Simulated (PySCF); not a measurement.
Isomers of C6H8O3Si, one GFN2-xTB conformer each. Single-point energies are computed at PBE0/pcSseg-1 (PySCF, gas phase, no added dispersion term), electronic only.

Question: Rank them by PBE0/pcSseg-1 energy, lowest first (kJ/mol).
A. `[CH3:1][O:2][C:3](=[O:4])[c:5]1[cH:6][o:7][c:8]([SiH3:9])[cH:10]1` with C1–O2–C3–O4 0°, O2–C3–C5–C6 180°
B. `[CH3:1][SiH2:2][c:3]1[cH:4][cH:5][c:6]([C:7](=[O:8])[OH:9])[o:10]1` with C1–Si2–C3–C4 -44°, C5–C6–C7–O8 -1°, C6–C7–O9–H 180°
C. `[O:1]=[C:2]([CH2:3][SiH2:4][OH:5])[c:6]1[cH:7][cH:8][cH:9][o:10]1` with O1–C2–C3–Si4 -68°, C2–C3–Si4–O5 45°, C3–Si4–O5–H -13°, O1–C2–C6–C7 -3°

Answer: C (0.0), B (36.1), A (105.4).

As drawn, the lowest has an O–H bond and an Si–O bond, which the highest lacks; the highest has a C(=O)–O unit, which the lowest lacks. GFN2-xTB itself gives, in the same order: 0.0, 113.5, 100.8. Both levels put the same isomer lowest; measured from each level's own lowest isomer, the values differ by up to 77.4 kJ/mol (C[SiH2]c1ccc(C(=O)O)o1: 113.5 against 36.1).

Which frontier levels, dipoles and rotational constants go with these structures?

```json
{"SMILES": "O=C(C[SiH2]O)c1ccco1", "HOMO (eV, PBE0/pcSseg-1)": "-7.30", "LUMO (eV)": "-1.87", "dipole (D)": "4.16", "A, B, C (MHz)": "2626, 671.0, 598.8"}
{"SMILES": "C[SiH2]c1ccc(C(=O)O)o1", "HOMO (eV, PBE0/pcSseg-1)": "-7.08", "LUMO (eV)": "-1.44", "dipole (D)": "2.58", "A, B, C (MHz)": "3068, 560.9, 492.6"}
{"SMILES": "COC(=O)c1coc([SiH3])c1", "HOMO (eV, PBE0/pcSseg-1)": "-7.08", "LUMO (eV)": "-0.93", "dipole (D)": "1.95", "A, B, C (MHz)": "3163, 538.8, 464.2"}
```

As an exercise, what shares would exp(−E/RT) give at 2000 K from these electronic energies alone (no entropy, no degeneracies)?

RT = 16.629 kJ/mol: O=C(C[SiH2]O)c1ccco1 89.6 %, C[SiH2]c1ccc(C(=O)O)o1 10.2 %, COC(=O)c1coc([SiH3])c1 0.2 %.
